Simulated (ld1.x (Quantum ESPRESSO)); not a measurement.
## What one change does to a pseudopotential (Pt, ultrasoft)

```json
{
 "Element": "Pt (Z = 78)",
 "Generator": "ld1.x (Quantum ESPRESSO) 7.5",
 "Type": "ultrasoft",
 "Functional": "BLYP",
 "Relativity": "scalar-relativistic",
 "Frozen core": "[Xe] 4f14",
 "Valence charge": "10",
 "Reference configuration": "5d9.5 6s0.5 6p0",
 "Partial waves": "6s (bound): rcut 2.30, rcutus 2.45 bohr; 6s channel at 0.05 Ry: rcut 2.30, rcutus 2.45 bohr; 6p (bound, empty): rcut 3.55, rcutus 4.70 bohr; 6p channel at 1.55 Ry: rcut 3.55, rcutus 4.70 bohr; 5d (bound): rcut 1.25, rcutus 1.50 bohr; 5d channel at 3.7 Ry: rcut 1.25, rcutus 1.50 bohr",
 "Local potential": "all-electron potential smoothed inside 1.30 bohr (lloc = -2)",
 "Core correction": "none",
 "Augmentation charge": "PSQ, inside the norm-conserving radii"
}
```

Change: local potential all-electron potential smoothed inside 1.15 bohr (lloc = -2).

Cutoffs: the cutoffs (Ry, on a coarse ladder) from which the occupation-weighted sum of valence levels, in a spherical-Bessel basis at the reference potential, stays within 10 and 1 mRy of its value at 400 Ry; they do not see the model core or the augmentation charge, which bear on the density cutoff. Errors are all-electron minus pseudo energies relative to the spin-unpolarised reference configuration.

Question: How do hardness, ghosts and transferability respond?

Answer: The potential gets neither clearly harder nor softer (50 Ry and 80 Ry → 50 Ry and 80 Ry); the bound ghosts move from s to p, s; the number of tests that count goes from 6 to 7; the errors of the 6 common tests hardly move; the range in which the p phases agree widens (upper end 0.2 → 2.8). A state that the projectors do not describe sees the local part alone, so a deeper or shallower local part can create or remove a ghost.

```tsv
quantity	base	changed
cutoff, loose	50 Ry	50 Ry
cutoff, tight	80 Ry	80 Ry
bound ghosts	s	s, p
tests counted (converged, no solver errors)	6 of 7	7 of 7
error for 5d9 6s1 6p0, meV [ΔE 0.07 eV]	0.0	+0.1
error for 5d9 6s0 6p0, meV [ΔE 9.31 eV]	+7.1	+7.1
error for 5d8 6s0 6p0, meV [ΔE 29.19 eV]	+8.7	+8.8
error for 5d7 6s0 6p0, meV [ΔE 61.29 eV]	-43	-43
error for 5d8 6s1 6p0, meV [ΔE 11.11 eV]	-25	-25
error for 5d6 6s0 6p0, meV [ΔE 106.82 eV]	-203	-203
s: phases at 5.08 bohr within 0.05 rad from the reference energy up to (Ry; the scan ends near 5)	2.6	2.6
p: phases at 5.08 bohr within 0.05 rad from the reference energy up to (Ry; the scan ends near 5)	0.2	2.8
d: phases at 5.08 bohr within 0.05 rad from the reference energy up to (Ry; the scan ends near 5)	to the end of the scan	to the end of the scan
lowest overlap eigenvalue by channel	s 0.28, p 0.76, d 0.87	s 0.22, p 0.72, d 0.85
```

Base: Tests not counted: 5d9 6s0 6p1 (solver errors, printed error -2.4 eV). A true bound ghost makes a file unfit for plane-wave use even where its test errors are small: the radial tests pick states by their node count and pass the ghost by. Where a test does run into it, the solver fails or the error is huge.
